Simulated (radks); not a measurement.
The nuclear charge of neutral tellurium is varied continuously with 52 electrons held in [Kr] 4d10 5s2 5p4. All-electron calculation, scalar-relativistic Kohn-Sham, PBE, spin-polarised, spherical densities, point nucleus; open shells are filled with parallel spins first (spin-orbit coupling, left out, can overturn this in heavy ions). Program: a radial shooting solver on a logarithmic mesh with Libxc functionals. By the Hellmann-Feynman theorem dE/dZ = E(electron-nucleus)/Z, the electronic potential at the nucleus. The scalar-relativistic energy here is not variational (the density holds large components alone), so the two differ by a part that grows with Z.

Z     E (hartree)  E(electron-nucleus)/Z (hartree)  HOMO  e(HOMO) (eV)  <r> HOMO (bohr)
51.8  -6731.22732                         -314.394    5p        -3.611            2.813
51.9  -6762.82338                         -315.240    5p        -4.392            2.758
52    -6794.50483                         -316.086    5p        -5.199            2.707
52.1  -6826.27164                         -316.931    5p        -6.031            2.660
52.2  -6858.12382                         -317.777    5p        -6.886            2.615
52.3  -6890.06136                         -318.622    5p        -7.763            2.574
52.4  -6922.08427                         -319.468    5p        -8.663            2.535
52.5  -6954.19255                         -320.313    5p        -9.584            2.498
52.6  -6986.38621                         -321.158    5p       -10.526            2.463
52.7  -7018.66526                         -322.004    5p       -11.489            2.429
52.8  -7051.02971                         -322.850    5p       -12.471            2.398
52.9  -7083.47958                         -323.695    5p       -13.473            2.367
53    -7116.01488                         -324.541    5p       -14.494            2.338

The central difference of E at Z = 52 is -317.241 hartree, to compare with the third column; the second derivative is -8.54 hartree.
